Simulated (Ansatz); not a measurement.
AlCu2⁺. Total charge 1; quintet. Geometry PBE-D4/def2-TZVP; atoms count from 1.

```xyz
3

Cu    0.469   -1.404   -0.162
Cu   -1.252    0.579   -0.562
Al    0.783    0.825    0.723
```

At PBE0-D4/def2-TZVP a singlet of charge 1 lies 4.81 eV below the quintet, each at its own geometry. The structure comes from a short search, and lower isomers may exist.

(1) Estimate the Mulliken populations from the PBE0/def2-TZVP orbitals of Ansatz.

(2) Where does the spin sit?

(3) And the Mayer bond orders between heavy atoms (over 0.3)?

Results:

(1) 
```csv
atom,charge (e),spin (α − β),d electrons
Cu1,0.34,1.00,9.66
Cu2,0.34,1.00,9.66
Al3,0.32,1.99,–
```
Mulliken values depend strongly on the basis.

(2) Summed by element: Cu 2.01, Al 1.99, of 4 unpaired in all. Largest on single atoms: Al3 1.99, Cu1 1.00, Cu2 1.00.

(3) Cu1–Cu2 0.46 (2.66 Å); Cu1–Al3 0.83 (2.42 Å); Cu2–Al3 0.83 (2.42 Å).
